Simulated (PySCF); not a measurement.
Compound: C5H4FNO.
Z-matrix (Å and degrees, GFN2-xTB geometry), rows numbered from 1:
```
O 
N   1  1.2511
C   2  1.3564  1  120.76
C   3  1.3736  2  122.18  1   179.95
C   4  1.3864  3  118.72  2    -0.02
F   5  1.3425  4  120.10  3  -179.98
C   5  1.3864  4  119.75  3     0.07
C   2  1.3564  1  120.79  3  -179.97
H   3  1.0788  2  115.08  1    -0.00
H   4  1.0777  3  120.59  2  -179.99
H   7  1.0777  5  120.67  4   179.91
H   8  1.0788  2  115.06  1     0.09
```

Method: TDDFT CAM-B3LYP/def2-SVPD, vertical, gas phase, core orbitals frozen in the response (PySCF 2.14.0, density-fitted response routines).

Kohn–Sham orbitals with the atoms that hold most of them (Löwdin shares over 4%, at most four atoms; ? is withheld):

| orbital | ε (eV) | atoms |
| --- | --- | --- |
| HOMO-3 | -11.52 | C5 17%, F6 16%, C7 16%, C4 16% |
| HOMO-2 | -10.00 | C3 21%, C8 21%, C4 20%, C7 20% |
| HOMO-1 | -9.04 | ? |
| HOMO | -7.72 | ? |
| LUMO | -0.37 | N2 22%, C5 18%, O1 15%, C8 9% |
| LUMO+1 | -0.26 | C7 19%, C4 19%, C3 18%, C8 18% |
| LUMO+2 | 1.23 | C7 15%, C4 15%, C5 11%, C8 11% |

**Question.** Give the leading atoms of the HOMO-1.

**Answer.** O1 (bonded to N) 78%; N2 (bonded to 2 C and O) 11%.

**Question.** Give the leading atoms of the HOMO.

**Answer.** O1 (bonded to N) 45%; N2 (bonded to 2 C and O) 13%; C5 (bonded to 2 C and F) 12%; C8 (bonded to C, N and H) 8%. By element: oxygen 45%, carbon 20% or more, nitrogen 13%.

**Question.** How does S1 compare with the orbital gap of 7.35 eV?

**Answer.** S1 is at 4.25 eV (f = 0.028), 3.10 eV below the gap, made of HOMO→LUMO+1 (93%). Its leading pair isn't HOMO and LUMO; the energies of that pair differ by 7.46 eV. 

**Question.** One configuration dominates each of S1, S2, S3, S4 and S6. Which, and how do the shares of the two leading atoms of either orbital change from the occupied to the empty one?

**Answer.** 
- S1 (4.25 eV, f 0.028), HOMO→LUMO+1 (93%): O1 45% → at most 18%, N2 13% → at most 18%, C7 at most 8% → 19%, C4 at most 8% → 19%
- S2 (4.56 eV, f 0.0000), HOMO-1→LUMO (97%): O1 78% → 15%, N2 11% → 22%, C5 at most 4% → 18%
- S3 (4.84 eV, f 0.230), HOMO→LUMO (94%): O1 45% → 15%, N2 13% → 22%, C5 12% → 18%
- S4 (5.46 eV, f 0.0003), HOMO-1→LUMO+1 (99%): O1 78% → at most 18%, N2 11% → at most 18%, C7 at most 4% → 19%, C4 at most 4% → 19%
- S6 (6.54 eV, f 0.219), HOMO-2→LUMO (87%): C3 21% → at most 9%, C8 21% → 9%, N2 at most 19% → 22%, C5 at most 19% → 18%
